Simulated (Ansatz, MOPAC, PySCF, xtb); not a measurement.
Noncovalent pair: HBr (SMILES Br) (first 2 atoms) with CH6Si (SMILES C[SiH3]); geometry from B3LYP-D3(BJ)/def2-TZVP, rigid monomers moved along the line of their centres of mass till H2···H9 is 1.75 Å.
(charge 0, multiplicity 1):
```xyz
10

Br    -1.4292     0.0606    -0.1713
H     -0.3033    -0.1662     0.6813
C     -1.0484     0.4620     3.5706
Si     0.7184    -0.0989     3.3091
H     -1.2315     0.6730     4.6258
H     -1.7539    -0.3060     3.2497
H     -1.2591     1.3684     3.0008
H      1.6840     0.9474     3.7197
H      0.9603    -0.3856     1.8668
H      1.0072    -1.3428     4.0607
```

Monomers are frozen at their geometry in the pair; levels with a basis set take the counterpoise correction.

Correlated levels freeze the cores. Filled d and f shells under p-block atoms count as core. Rows in 6-31G* carry no dispersion term and start afresh at each structure (6-31G* with six Cartesian d functions); the Pople sets are all-electron and without relativity. The state reached by AM1, PM3 isn't checked.

Run with Ansatz (an electronic-structure program); MOPAC for AM1, PM3 (differences of heats of formation); PySCF for 6-31G* rows, the dispersion terms; xtb for the GFN methods. Each number belongs to the level named beside it.

```tsv
level	interaction energy (kcal/mol)
GFN-FF	0.59
AM1	1.01
PM3	-7.20
HF/6-31G*	2.89
PBE-D3(BJ)/def2-TZVPPD	-2.47
r2SCAN-D3(BJ)/def2-TZVPPD	-1.76
r2SCAN-D4/def2-TZVPPD	-1.62
MP2/def2-SVPD	-0.48
SCS-MP2/def2-SVPD	[?]
```

Q: What belongs in the gaps?

A: 
- SCS-MP2/def2-SVPD, interaction energy (kcal/mol): 0.41
